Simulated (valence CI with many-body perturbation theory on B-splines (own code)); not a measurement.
**Ba¹⁷⁺: E2, M1 decay**

Method: configuration interaction combined with many-body perturbation theory (CI+MBPT): three valence electrons over a frozen Dirac-Fock core [Kr], radial functions for each j: 7 s, 7 p, 8 d, 6 f, 4 g, 1 h, with the one-electron correlation potential Σ1 (screened to all orders), the two-electron term Σ2, the three-electron term Σ3, Breit, model QED; selected single and double excitations, second order for the rest, scaled by the run's own slope (own B-spline code, finite nucleus).

No measured spectrum was set against this ion. As an estimate, terms of the open shell hold to 2 to 4 % of their energy, and close levels can change places. The list stops below the first excitations out of the core.

Lines 1 to 50 of 72 in falling wavelength, among levels below 569570 cm⁻¹, chosen from the decays that carry over 1 % of a level's rate. Wavelengths and rates use the calculated energies, so an error of 2000 cm⁻¹ moves a line at 751.9 nm by 15 % and its rate by three times that or more. Electric multipoles are in the length gauge, E1 and E2 with the static RPA response of the core. S is in atomic units (e²a₀⁴ for E2 and M2, e²a₀⁶ for E3), for M1 in squared Bohr magnetons. Weak lines are less certain than strong ones. Lines between different terms over intervals too small for the method are left out, as are lines whose strength nearly cancels. The highest levels of a list are the least certain.

Names give the largest LS component (configuration and term), which can be under half, so a name can repeat, a term be missing and a line seem to break the LS rules; names also repeat where a configuration has a term twice. Letters in brackets count levels of one name in rising energy.

| λ vac (nm) | Upper | Lower | Type | A (s⁻¹) | S (a.u.) |
| --- | --- | --- | --- | --- | --- |
| 1871 | 4d3 4P_1/2 | 4d3 4P_3/2 | M1 | 4.24e+00 | 2.06e+00 |
| 1486 | 4d3 4F_9/2 | 4d3 4F_7/2 | M1 | 5.16e+00 | 6.28e+00 |
| 857.9 | 4d3 4F_7/2 | 4d3 4F_5/2 | M1 | 5.32e+01 | 9.96e+00 |
| 751.9 | 4d3 2G_9/2 | 4d3 2H_11/2 | M1 | 1.01e+01 | 1.59e+00 |
| 688.8 | 4d3 2D_5/2 [a] | 4d3 2D_3/2 [a] | M1 | 2.58e+01 | 1.87e+00 |
| 635.6 | 4d3 4F_5/2 | 4d3 4F_3/2 | M1 | 1.42e+02 | 8.11e+00 |
| 605.9 | 4d3 2P_3/2 | 4d3 2D_5/2 [a] | M1 | 1.33e+01 | 4.40e-01 |
| 563.7 | 4d3 4P_3/2 | 4d3 4F_5/2 | M1 | 2.23e+01 | 5.91e-01 |
| 563.0 | 4d3 2H_11/2 | 4d3 2H_9/2 | M1 | 3.85e+01 | 3.05e+00 |
| 465.6 | 4d3 2H_9/2 | 4d3 4F_9/2 | M1 | 1.61e+02 | 6.01e+00 |
| 438.3 | 4d3 2D_5/2 [a] | 4d3 4P_5/2 | M1 | 1.62e+01 | 3.03e-01 |
| 424.2 | 4d3 4P_5/2 | 4d3 4P_3/2 | M1 | 1.25e+02 | 2.13e+00 |
| 384.8 | 4d3 2G_7/2 | 4d3 4F_7/2 | M1 | 1.20e+02 | 2.03e+00 |
| 377.6 | 4d3 2D_5/2 [a] | 4d3 2G_7/2 | M1 | 7.36e+00 | 8.81e-02 |
| 377.0 | 4d3 2D_3/2 [a] | 4d3 4P_1/2 | M1 | 8.41e+01 | 6.68e-01 |
| 371.0 | 4d3 2P_3/2 | 4d3 2P_1/2 | M1 | 1.46e+02 | 1.11e+00 |
| 354.5 | 4d3 2H_9/2 | 4d3 4F_7/2 | M1 | 1.49e+02 | 2.46e+00 |
| 337.2 | 4d3 4P_5/2 | 4d3 4F_7/2 | M1 | 1.28e+01 | 1.09e-01 |
| 326.9 | 4d3 2P_1/2 | 4d3 4P_1/2 | M1 | 4.63e+02 | 1.20e+00 |
| 322.3 | 4d3 2P_3/2 | 4d3 2D_3/2 [a] | M1 | 2.87e+02 | 1.42e+00 |
| 321.9 | 4d3 2G_9/2 | 4d3 2H_9/2 | M1 | 3.38e+02 | 4.18e+00 |
| 313.8 | 4d3 2D_3/2 [a] | 4d3 4P_3/2 | M1 | 4.39e+02 | 2.01e+00 |
| 307.5 | 4d3 2F_5/2 | 4d3 4P_5/2 | M1 | 9.73e+01 | 6.29e-01 |
| 300.5 | 4d3 2G_9/2 | 4d3 2G_7/2 | M1 | 3.61e+02 | 3.63e+00 |
| 298.8 | 4d3 4P_3/2 | 4d3 4F_3/2 | M1 | 1.85e+02 | 7.31e-01 |
| 286.3 | 4d3 2F_7/2 | 4d3 4P_5/2 | M1 | 5.61e+00 | 3.90e-02 |
| 278.3 | 4d3 2P_1/2 | 4d3 4P_3/2 | M1 | 8.03e+00 | 1.28e-02 |
| 276.4 | 4d3 2F_5/2 | 4d3 2G_7/2 | M1 | 3.38e+01 | 1.59e-01 |
| 265.6 | 4d3 2G_7/2 | 4d3 4F_5/2 | M1 | 3.88e+02 | 2.16e+00 |
| 259.5 | 4d3 2D_3/2 [b] | 4d3 2P_3/2 | M1 | 2.22e+01 | 5.76e-02 |
| 259.1 | 4d3 2F_7/2 | 4d3 2G_7/2 | M1 | 7.82e+01 | 4.04e-01 |
| 257.6 | 4d3 4P_1/2 | 4d3 4F_3/2 | M1 | 4.64e+01 | 5.88e-02 |
| 257.6 | 4d3 4P_1/2 | 4d3 4F_3/2 | E2 | 5.25e-01 | 1.06e-01 |
| 254.8 | 4d3 2H_11/2 | 4d3 4F_9/2 | M1 | 1.13e+02 | 8.33e-01 |
| 254.3 | 4d3 2P_3/2 | 4d3 4P_5/2 | M1 | 2.85e+02 | 6.94e-01 |
| 242.1 | 4d3 4P_5/2 | 4d3 4F_5/2 | M1 | 1.89e+01 | 5.97e-02 |
| 236.0 | 4d3 2D_5/2 [b] | 4d3 2P_3/2 | M1 | 3.52e+01 | 1.03e-01 |
| 220.6 | 4d3 2D_3/2 [b] | 4d3 2F_5/2 | M1 | 1.91e+02 | 3.03e-01 |
| 215.6 | 4d3 2D_5/2 [a] | 4d3 4P_3/2 | M1 | 5.83e+01 | 1.30e-01 |
| 213.8 | 4d3 2D_5/2 [b] | 4d3 2F_7/2 | M1 | 2.11e+02 | 4.59e-01 |
| 203.3 | 4d3 2D_5/2 [b] | 4d3 2F_5/2 | M1 | 4.80e+02 | 8.97e-01 |
| 201.6 | 4d3 2D_3/2 [a] | 4d3 4F_5/2 | M1 | 3.52e+02 | 4.28e-01 |
| 190.6 | 4d3 2D_5/2 [a] | 4d3 4F_7/2 | M1 | 3.11e+02 | 4.79e-01 |
| 190.3 | 4d3 2G_9/2 | 4d3 4F_9/2 | M1 | 1.46e+01 | 3.74e-02 |
| 181.7 | 4d3 2D_3/2 [b] | 4d3 2D_5/2 [a] | M1 | 3.42e+02 | 3.05e-01 |
| 178.3 | 4d3 2F_5/2 | 4d3 4P_3/2 | M1 | 5.95e+01 | 7.50e-02 |
| 175.3 | 4d3 4P_5/2 | 4d3 4F_3/2 | M1 | 5.24e+00 | 6.29e-03 |
| 172.8 | 4d3 2F_7/2 | 4d3 4F_9/2 | M1 | 1.42e+02 | 2.17e-01 |
| 168.7 | 4d3 2G_9/2 | 4d3 4F_7/2 | M1 | 7.09e+01 | 1.26e-01 |
| 160.8 | 4d3 2F_5/2 | 4d3 4F_7/2 | M1 | 1.25e+01 | 1.15e-02 |
